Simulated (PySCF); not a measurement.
Species: C8H11 (doublet state).
Cartesian coordinates in Å at the PBE0-D3(BJ)/def2-SVP level; atoms count from 1:
```
atom  x, y, z in Å
C1     2.3348   -0.6615   -0.6270
C2     1.5921   -0.1460    0.6032
C3     0.1246    0.0995    0.3758
C4    -0.3813    1.3413    0.3897
C5    -1.8350    1.6812    0.1702
C6    -2.6003    0.4445   -0.0545
C7    -2.1880   -0.8064   -0.0791
C8    -0.7275   -1.1204    0.1355
H9     2.2431    0.0464   -1.4654
H10    3.4059   -0.7960   -0.4125
H11    1.9456   -1.6332   -0.9681
H12    2.0616    0.7884    0.9493
H13    1.7084   -0.8747    1.4265
H14    0.2931    2.1854    0.5773
H15   -1.9404    2.3743   -0.6859
H16   -2.2308    2.2373    1.0412
H17   -2.8736   -1.6429   -0.2568
H18   -0.6118   -1.8166    0.9893
H19   -0.3401   -1.6821   -0.7355
```

Computed, not measured: PBE0-D3(BJ)/def2-SVP geometry optimisation, gas phase (PySCF).

Take the most abundant isotopes and a rigid rotor. The values belong to one conformer with, in the numbering `[CH3:1][CH2:2][C:3]1=[CH:4][CH2:5][C:6]=[CH:7][CH2:8]1`, C1–C2–C3–C4 -112°.

**Question.** What are A, B and C (MHz)?

**Answer.** Ia = 123.39, Ib = 345.92, Ic = 430.42 u·Å²; 505379 MHz·u·Å²/I gives A = 4096, B = 1461, C = 1174 MHz.

**Question.** Classify the top.

**Answer.** An asymmetric top. Ray's parameter κ = (2B − A − C)/(A − C) = -0.804; −1 is the prolate and +1 the oblate limit.

**Question.** What does the inertial defect say?

**Answer.** Not planar: Δ = Ic − Ia − Ib = -38.90 u·Å². For a rigid frame Δ = −2 Σ m c², so Σ m c² = 19.45 u·Å² lies off the ab plane: 9.23 from hydrogen and 10.21 from heavier atoms. The atom farthest from that plane is 1.56 Å away.

**Question.** Give the other two planar moments, Paa and Pbb, and the rms extents of the mass along the axes.

**Answer.** Paa = Σ m a² = (Ib + Ic − Ia)/2 = 326.48 and Pbb = Σ m b² = (Ia + Ic − Ib)/2 = 103.94 u·Å². With the mass M = 107.09 u, the rms extents √(P/M) along a, b and c are 1.75, 0.99, 0.43 Å.

**Question.** Which types of transition are allowed, and where do some lines up to J = 3 fall?

**Answer.** The dipole components are |μa| = 1.16 D, |μb| = 0.22 D, |μc| = 0.15 D. The squared components, which scale the intensities, stand as 1.00 : 0.03 : 0.02 (a : b : c). Some lines, for components of 0.1 D or more:

```json
{"type": "b", "branch": "R", "J(Ka,Kc)": "3(1,2) ← 2(2,1)", "MHz": "417", "lower level (cm⁻¹)": "0.634"}
{"type": "a", "branch": "Q", "J(Ka,Kc)": "3(1,2) ← 3(1,3)", "MHz": "1720", "lower level (cm⁻¹)": "0.591"}
{"type": "b", "branch": "R", "J(Ka,Kc)": "2(0,2) ← 1(1,1)", "MHz": "2613", "lower level (cm⁻¹)": "0.176"}
{"type": "b", "branch": "Q", "J(Ka,Kc)": "3(1,2) ← 3(0,3)", "MHz": "3734", "lower level (cm⁻¹)": "0.524"}
{"type": "a", "branch": "R", "J(Ka,Kc)": "2(1,2) ← 1(1,1)", "MHz": "4983", "lower level (cm⁻¹)": "0.176"}
{"type": "b", "branch": "R", "J(Ka,Kc)": "3(0,3) ← 2(1,2)", "MHz": "5447", "lower level (cm⁻¹)": "0.342"}
{"type": "c", "branch": "R", "J(Ka,Kc)": "1(1,0) ← 0(0,0)", "MHz": "5557", "lower level (cm⁻¹)": "0.000"}
{"type": "a", "branch": "R", "J(Ka,Kc)": "2(1,1) ← 1(1,0)", "MHz": "5557", "lower level (cm⁻¹)": "0.185"}
{"type": "a", "branch": "R", "J(Ka,Kc)": "3(1,3) ← 2(1,2)", "MHz": "7462", "lower level (cm⁻¹)": "0.342"}
{"type": "a", "branch": "R", "J(Ka,Kc)": "3(0,3) ← 2(0,2)", "MHz": "7818", "lower level (cm⁻¹)": "0.263"}
{"type": "a", "branch": "R", "J(Ka,Kc)": "3(2,2) ← 2(2,1)", "MHz": "7905", "lower level (cm⁻¹)": "0.634"}
{"type": "b", "branch": "Q", "J(Ka,Kc)": "2(2,0) ← 2(1,1)", "MHz": "7927", "lower level (cm⁻¹)": "0.371"}
{"type": "b", "branch": "Q", "J(Ka,Kc)": "2(2,1) ← 2(1,2)", "MHz": "8765", "lower level (cm⁻¹)": "0.342"}
{"type": "b", "branch": "R", "J(Ka,Kc)": "3(1,3) ← 2(0,2)", "MHz": "9832", "lower level (cm⁻¹)": "0.263"}
{"type": "c", "branch": "R", "J(Ka,Kc)": "2(2,0) ← 1(1,0)", "MHz": "13484", "lower level (cm⁻¹)": "0.185"}
{"type": "c", "branch": "R", "J(Ka,Kc)": "2(2,1) ← 1(1,1)", "MHz": "13748", "lower level (cm⁻¹)": "0.176"}
{"type": "c", "branch": "Q", "J(Ka,Kc)": "3(3,1) ← 3(2,1)", "MHz": "13794", "lower level (cm⁻¹)": "0.902"}
{"type": "b", "branch": "R", "J(Ka,Kc)": "3(2,2) ← 2(1,1)", "MHz": "15810", "lower level (cm⁻¹)": "0.371"}
{"type": "c", "branch": "R", "J(Ka,Kc)": "3(2,1) ← 2(1,1)", "MHz": "15920", "lower level (cm⁻¹)": "0.371"}
{"type": "c", "branch": "R", "J(Ka,Kc)": "3(2,2) ← 2(1,2)", "MHz": "16670", "lower level (cm⁻¹)": "0.342"}
```

**Question.** Estimate the classical rotational partition function at 100 K, 298.15 K and 500 K.

**Answer.** Point group C1, symmetry number σ = 1; q = (√π/σ)·√((kT/h)³/(ABC)), k/h = 20836.6 MHz/K: 63600 at 100 K, 327000 at 298.15 K, 711000 at 500 K.

For this open shell read J as N, the rotation without spin; fine and hyperfine splittings come on top. Stationary, but not proved a minimum. ⟨S²⟩ = 0.765 (exact for a doublet: 0.75). Zero-point vibration and centrifugal distortion are left out. A rigid rotor knows nothing of internal rotation, which can split or shift real lines.
